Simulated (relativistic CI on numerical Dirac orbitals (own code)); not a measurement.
## d6 in a ligand field

Computed with a parametric ligand-field model of a d^n configuration (Racah B and C, spin-orbit zeta, crystal field), exact diagonalisation.

Field parameters in Wybourne normalisation: Td as Oh with Dq negative (B⁴₀ = 21Dq, B⁴₄ = √(5/14) B⁴₀). The field is a parameter set, without covalency.

B = 1140 cm⁻¹, C = 4730 cm⁻¹ (C/B = 4.15), Td, no spin-orbit coupling. Tanabe-Sugano data, E/B above the lowest term (Δ = |10Dq|; b, c mark the second and third term of a kind):

| Δ/B | 5E | 5T2 | 3T1 | 3E | 3T2 | 3T1(b) | 1T2 | 1E |
| --- | --- | --- | --- | --- | --- | --- | --- | --- |
| 1.0 | 0.00 | 1.00 | 20.49 | 20.77 | 21.37 | 21.58 | 30.78 | 30.70 |
| 2.8 | 0.00 | 2.80 | 19.69 | 21.00 | 22.30 | 22.43 | 30.10 | 30.06 |
| 4.6 | 0.00 | 4.60 | 18.48 | 21.15 | 22.78 | 22.58 | 29.02 | 29.22 |
| 6.4 | 0.00 | 6.40 | 17.08 | 21.26 | 23.05 | 22.61 | 27.75 | 28.21 |
| 8.2 | 0.00 | 8.20 | 15.58 | 21.34 | 23.22 | 22.62 | 26.39 | 27.08 |
| 10.0 | 0.00 | 10.00 | 14.02 | 21.40 | 23.34 | 22.63 | 24.96 | 25.84 |
| 11.8 | 0.00 | 11.80 | 12.42 | 21.45 | 23.43 | 22.64 | 23.48 | 24.51 |
| 13.6 | 0.00 | 13.60 | 10.80 | 21.49 | 23.50 | 22.65 | 21.97 | 23.12 |
| 15.4 | 0.00 | 15.40 | 9.14 | 21.52 | 23.56 | 22.66 | 20.41 | 21.66 |
| 17.2 | 0.00 | 17.20 | 7.47 | 21.54 | 23.60 | 22.66 | 18.84 | 20.16 |
| 19.0 | 0.00 | 19.00 | 5.78 | 21.57 | 23.64 | 22.67 | 17.25 | 18.62 |
| 20.8 | 0.00 | 20.80 | 4.09 | 21.59 | 23.68 | 22.68 | 15.64 | 17.04 |

The ground term stays 5E.
